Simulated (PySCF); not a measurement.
Simulation results for BGeH4, ClGeH2, GeH3N

Calculation on a computer-drawn molecule: vertical ionisation energy to the stated ion spin, frozen-core CCSD(T) at the basis limit and cheaper methods, single-reference cases, UHF for radicals, no spin-orbit; all values are single points at the evaluated structure, the first of each entry, which is the reference or a displaced copy of it and isn't optimised; the reference structure only sets the zero of the energies above reference; triples share is (T) over the correlation energy; on germanium a core potential holds 10 electrons, which the energies leave out, and 3d is frozen in MP2 and coupled-cluster steps. Program: PySCF 2.14.0.

Common to all runs: multiplicity 1; ion multiplicity 2; diffuse functions no; basis and core potential on germanium cc-pVnZ-PP ECP10MDF; reference is the Hartree-Fock double-zeta minimum; best is HF at quadruple zeta + MP2 correlation extrapolated from triple and quadruple zeta + CCSD(T) minus MP2 at triple zeta; basis step is the size of the change from the same recipe one zeta lower.

```yaml
- entry: 1
  formula: BGeH4
  evaluated_structure:
    atoms_angstrom:
      - [B, 1.6407, 1.0801, -0.1194]
      - [Ge, 1.6639, 0.9515, -2.2365]
      - [H, 1.7471, 0.0456, 0.5122]
      - [H, 1.4381, 2.034, 0.2843]
      - [H, 2.9893, 1.0995, -2.9566]
      - [H, 0.485, 0.6507, -3.0432]
  reference_structure:
    atoms_angstrom:
      - [B, 1.5879, 1.0631, -0.124]
      - [Ge, 1.6869, 0.9339, -2.2042]
      - [H, 1.7307, 0.0561, 0.4899]
      - [H, 1.3937, 2.1374, 0.3447]
      - [H, 2.9794, 1.0887, -2.9845]
      - [H, 0.4731, 0.6763, -3.0781]
  given:
    charge: 1
    basis: cc-pVnZ
    drawn_bonds_atom: [1, 1, 1, 2, 2]
    drawn_bonds_other_atom: [2, 3, 4, 5, 6]
    drawn_bonds_order: [1, 1, 1, 1, 1]
  results:
    "ionisation_energy_best [eV]": 17.54
    "ionisation_energy_basis_step [eV]": 0.02771
    "energy_above_reference_best [kcal/mol]": 8.055
    "energy_above_reference_basis_step [kcal/mol]": 0.08162
    triple_zeta_method: [HF, PBE, r2SCAN, B3LYP, wB97X, MP2, CCSD, "CCSD(T)"]
    "triple_zeta_ionisation_energy [eV]": [16.61, 17.19, 17.29, 17.37, 17.38, 17.42, 17.42, 17.45]
    "triple_zeta_energy_above_reference [kcal/mol]": [7.462, 9.059, 8.327, 7.99, 8.148, 7.832, 8.052, 8.168]
    "ionisation_energy_Koopmans_at_triple_zeta [eV]": 17.57
    "ionisation_energy_EOM_CCSD_at_triple_zeta [eV]": 17.49
    "total_energy_HF_triple_zeta [hartree]": -320.0801
    "total_energy_CCSD(T)_triple_zeta [hartree]": -320.3088
    "total_energy_best [hartree]": -320.3341
    T1_diagnostic_at_triple_zeta: 0.01065
    D1_diagnostic_at_triple_zeta: 0.01915
    ion_T1_diagnostic_at_triple_zeta: 0.01601
    ion_D1_diagnostic_at_triple_zeta: 0.04296
    ion_spin_squared_at_triple_zeta: 0.7677
    triples_share_at_triple_zeta: 0.0248
    basis_functions_triple_zeta: 125
- entry: 2
  formula: ClGeH2
  evaluated_structure:
    atoms_angstrom:
      - [Cl, -0.6, 3.0228, -2.9077]
      - [Ge, 0.1018, 2.1984, -1.1941]
      - [H, 1.3985, 1.6455, -1.1982]
      - [H, -0.842, 2.0451, -0.0552]
  reference_structure:
    atoms_angstrom:
      - [Cl, -0.5377, 3.0401, -2.9161]
      - [Ge, 0.1282, 2.1249, -1.2034]
      - [H, 1.5297, 1.5735, -1.228]
      - [H, -0.8322, 2.0701, -0.0443]
  given:
    charge: 1
    basis: "cc-pV(n+d)Z"
    drawn_bonds_atom: [1, 2, 2]
    drawn_bonds_other_atom: [2, 3, 4]
    drawn_bonds_order: [1, 1, 1]
  results:
    "ionisation_energy_best [eV]": 18.46
    "ionisation_energy_basis_step [eV]": 0.06913
    "energy_above_reference_best [kcal/mol]": 3.696
    "energy_above_reference_basis_step [kcal/mol]": 0.0352
    triple_zeta_method: [HF, PBE, r2SCAN, B3LYP, wB97X, MP2, CCSD, "CCSD(T)"]
    "triple_zeta_ionisation_energy [eV]": [17.22, 18.0, 18.14, 18.2, 18.31, 18.45, 18.22, 18.28]
    "triple_zeta_energy_above_reference [kcal/mol]": [2.878, 4.329, 3.209, 3.742, 3.095, 3.345, 3.625, 3.776]
    "ionisation_energy_Koopmans_at_triple_zeta [eV]": 18.84
    "ionisation_energy_EOM_CCSD_at_triple_zeta [eV]": 18.32
    "total_energy_HF_triple_zeta [hartree]": -753.8041
    "total_energy_CCSD(T)_triple_zeta [hartree]": -754.1281
    "total_energy_best [hartree]": -754.1779
    T1_diagnostic_at_triple_zeta: 0.01327
    D1_diagnostic_at_triple_zeta: 0.03884
    ion_T1_diagnostic_at_triple_zeta: 0.02959
    ion_D1_diagnostic_at_triple_zeta: 0.1284
    ion_spin_squared_at_triple_zeta: 0.7625
    triples_share_at_triple_zeta: 0.0377
    basis_functions_triple_zeta: 106
- entry: 3
  formula: BGeH4
  evaluated_structure:
    atoms_angstrom:
      - [B, 1.5665, 1.0844, -0.1595]
      - [Ge, 1.7043, 0.9343, -2.1766]
      - [H, 1.6931, 0.0589, 0.4813]
      - [H, 1.4092, 2.1792, 0.3502]
      - [H, 2.9834, 1.0707, -2.9979]
      - [H, 0.4811, 0.6513, -3.1358]
  reference_structure:
    atoms_angstrom:
      - [B, 1.5879, 1.0631, -0.124]
      - [Ge, 1.6869, 0.9339, -2.2042]
      - [H, 1.7307, 0.0561, 0.4899]
      - [H, 1.3937, 2.1374, 0.3447]
      - [H, 2.9794, 1.0887, -2.9845]
      - [H, 0.4731, 0.6763, -3.0781]
  given:
    charge: 1
    basis: cc-pVnZ
    drawn_bonds_atom: [1, 1, 1, 2, 2]
    drawn_bonds_other_atom: [2, 3, 4, 5, 6]
    drawn_bonds_order: [1, 1, 1, 1, 1]
  results:
    "ionisation_energy_best [eV]": 17.85
    "ionisation_energy_basis_step [eV]": 0.02722
    "energy_above_reference_best [kcal/mol]": 1.357
    "energy_above_reference_basis_step [kcal/mol]": 0.1041
    triple_zeta_method: [HF, PBE, r2SCAN, B3LYP, wB97X, MP2, CCSD, "CCSD(T)"]
    "triple_zeta_ionisation_energy [eV]": [17.01, 17.43, 17.55, 17.64, 17.7, 17.77, 17.75, 17.76]
    "triple_zeta_energy_above_reference [kcal/mol]": [2.43, 0.2453, 0.8203, 1.142, 1.319, 1.743, 1.495, 1.369]
    "ionisation_energy_Koopmans_at_triple_zeta [eV]": 18.0
    "ionisation_energy_EOM_CCSD_at_triple_zeta [eV]": 17.81
    "total_energy_HF_triple_zeta [hartree]": -320.0882
    "total_energy_CCSD(T)_triple_zeta [hartree]": -320.3196
    "total_energy_best [hartree]": -320.3448
    T1_diagnostic_at_triple_zeta: 0.01211
    D1_diagnostic_at_triple_zeta: 0.02185
    ion_T1_diagnostic_at_triple_zeta: 0.01838
    ion_D1_diagnostic_at_triple_zeta: 0.0414
    ion_spin_squared_at_triple_zeta: 0.7758
    triples_share_at_triple_zeta: 0.02618
    basis_functions_triple_zeta: 125
- entry: 4
  formula: BGeH4
  evaluated_structure:
    atoms_angstrom:
      - [B, 1.5902, 1.0586, -0.127]
      - [Ge, 1.6858, 0.9368, -2.2013]
      - [H, 1.7313, 0.0551, 0.4874]
      - [H, 1.398, 2.1362, 0.3479]
      - [H, 2.9752, 1.0869, -2.9835]
      - [H, 0.4709, 0.6714, -3.0789]
  reference_structure:
    atoms_angstrom:
      - [B, 1.5879, 1.0631, -0.124]
      - [Ge, 1.6869, 0.9339, -2.2042]
      - [H, 1.7307, 0.0561, 0.4899]
      - [H, 1.3937, 2.1374, 0.3447]
      - [H, 2.9794, 1.0887, -2.9845]
      - [H, 0.4731, 0.6763, -3.0781]
  given:
    charge: 1
    basis: cc-pVnZ
    drawn_bonds_atom: [1, 1, 1, 2, 2]
    drawn_bonds_other_atom: [2, 3, 4, 5, 6]
    drawn_bonds_order: [1, 1, 1, 1, 1]
  results:
    "ionisation_energy_best [eV]": 17.68
    "ionisation_energy_basis_step [eV]": 0.02774
    "energy_above_reference_best [kcal/mol]": -0.0176
    "energy_above_reference_basis_step [kcal/mol]": 0.006759
    triple_zeta_method: [HF, PBE, r2SCAN, B3LYP, wB97X, MP2, CCSD, "CCSD(T)"]
    "triple_zeta_ionisation_energy [eV]": [16.8, 17.3, 17.41, 17.5, 17.53, 17.58, 17.57, 17.59]
    "triple_zeta_energy_above_reference [kcal/mol]": [0.04033, -0.07366, -0.07114, -0.03228, -0.03783, -0.004969, -0.007291, -0.01169]
    "ionisation_energy_Koopmans_at_triple_zeta [eV]": 17.78
    "ionisation_energy_EOM_CCSD_at_triple_zeta [eV]": 17.64
    "total_energy_HF_triple_zeta [hartree]": -320.0920
    "total_energy_CCSD(T)_triple_zeta [hartree]": -320.3218
    "total_energy_best [hartree]": -320.3469
    T1_diagnostic_at_triple_zeta: 0.01128
    D1_diagnostic_at_triple_zeta: 0.02022
    ion_T1_diagnostic_at_triple_zeta: 0.01669
    ion_D1_diagnostic_at_triple_zeta: 0.04237
    ion_spin_squared_at_triple_zeta: 0.7691
    triples_share_at_triple_zeta: 0.02551
    basis_functions_triple_zeta: 125
- entry: 5
  formula: GeH3N
  evaluated_structure:
    atoms_angstrom:
      - ["N", 0.2483, -0.4192, -1.2475]
      - [Ge, 1.9913, -0.8388, -1.3628]
      - [H, -0.0918, -0.4587, -0.47]
      - [H, -0.4718, -0.0842, -1.9654]
      - [H, 2.107, -0.6786, -2.9614]
  reference_structure:
    atoms_angstrom:
      - ["N", 0.287, -0.4006, -1.2527]
      - [Ge, 2.0396, -0.8374, -1.3842]
      - [H, -0.1958, -0.3974, -0.374]
      - [H, -0.3141, -0.139, -2.011]
      - [H, 2.097, -0.6332, -2.9605]
  given:
    charge: 0
    basis: cc-pVnZ
    drawn_bonds_atom: [1, 1, 1, 2]
    drawn_bonds_other_atom: [2, 3, 4, 5]
    drawn_bonds_order: [1, 1, 1, 1]
  results:
    "ionisation_energy_best [eV]": 9.039
    "ionisation_energy_basis_step [eV]": 0.04589
    "energy_above_reference_best [kcal/mol]": 21.64
    "energy_above_reference_basis_step [kcal/mol]": 0.2141
    triple_zeta_method: [HF, PBE, r2SCAN, B3LYP, wB97X, MP2, CCSD, "CCSD(T)"]
    "triple_zeta_ionisation_energy [eV]": [8.09, 8.87, 8.898, 9.054, 9.123, 8.831, 8.91, 8.915]
    "triple_zeta_energy_above_reference [kcal/mol]": [20.76, 22.21, 21.53, 21.46, 21.68, 21.95, 21.69, 21.88]
    "ionisation_energy_Koopmans_at_triple_zeta [eV]": 8.975
    "ionisation_energy_EOM_CCSD_at_triple_zeta [eV]": 9.017
    "total_energy_HF_triple_zeta [hartree]": -349.5721
    "total_energy_CCSD(T)_triple_zeta [hartree]": -349.9271
    "total_energy_best [hartree]": -349.9719
    T1_diagnostic_at_triple_zeta: 0.01656
    D1_diagnostic_at_triple_zeta: 0.04662
    ion_T1_diagnostic_at_triple_zeta: 0.02374
    ion_D1_diagnostic_at_triple_zeta: 0.07339
    ion_spin_squared_at_triple_zeta: 0.7863
    triples_share_at_triple_zeta: 0.0371
    basis_functions_triple_zeta: 111
    "dipole_magnitude_HF_at_triple_zeta [debye]": 1.407
    "dipole_magnitude_CCSD_unrelaxed_at_triple_zeta [debye]": 1.594
    "dipole_magnitude_PBE_at_triple_zeta [debye]": 1.738
    "dipole_magnitude_r2SCAN_at_triple_zeta [debye]": 1.741
    "dipole_magnitude_B3LYP_at_triple_zeta [debye]": 1.596
    "dipole_magnitude_wB97X_at_triple_zeta [debye]": 1.571
- entry: 6
  formula: BGeH4
  evaluated_structure:
    atoms_angstrom:
      - [B, 1.5829, 1.0999, -0.1256]
      - [Ge, 1.6821, 0.941, -2.1994]
      - [H, 1.7346, 0.0575, 0.4866]
      - [H, 1.4051, 2.1436, 0.3482]
      - [H, 2.9831, 1.1092, -2.963]
      - [H, 0.4912, 0.6808, -3.0783]
  reference_structure:
    atoms_angstrom:
      - [B, 1.5879, 1.0631, -0.124]
      - [Ge, 1.6869, 0.9339, -2.2042]
      - [H, 1.7307, 0.0561, 0.4899]
      - [H, 1.3937, 2.1374, 0.3447]
      - [H, 2.9794, 1.0887, -2.9845]
      - [H, 0.4731, 0.6763, -3.0781]
  given:
    charge: 1
    basis: cc-pVnZ
    drawn_bonds_atom: [1, 1, 1, 2, 2]
    drawn_bonds_other_atom: [2, 3, 4, 5, 6]
    drawn_bonds_order: [1, 1, 1, 1, 1]
  results:
    "ionisation_energy_best [eV]": 17.66
    "ionisation_energy_basis_step [eV]": 0.02767
    "energy_above_reference_best [kcal/mol]": 0.5961
    "energy_above_reference_basis_step [kcal/mol]": 0.004929
    triple_zeta_method: [HF, PBE, r2SCAN, B3LYP, wB97X, MP2, CCSD, "CCSD(T)"]
    "triple_zeta_ionisation_energy [eV]": [16.76, 17.28, 17.39, 17.47, 17.5, 17.55, 17.54, 17.57]
    "triple_zeta_energy_above_reference [kcal/mol]": [0.5714, 0.6254, 0.5127, 0.5851, 0.5349, 0.5694, 0.6051, 0.6125]
    "ionisation_energy_Koopmans_at_triple_zeta [eV]": 17.75
    "ionisation_energy_EOM_CCSD_at_triple_zeta [eV]": 17.62
    "total_energy_HF_triple_zeta [hartree]": -320.0911
    "total_energy_CCSD(T)_triple_zeta [hartree]": -320.3208
    "total_energy_best [hartree]": -320.3460
    T1_diagnostic_at_triple_zeta: 0.01122
    D1_diagnostic_at_triple_zeta: 0.02021
    ion_T1_diagnostic_at_triple_zeta: 0.01654
    ion_D1_diagnostic_at_triple_zeta: 0.04125
    ion_spin_squared_at_triple_zeta: 0.7695
    triples_share_at_triple_zeta: 0.02545
    basis_functions_triple_zeta: 125
```
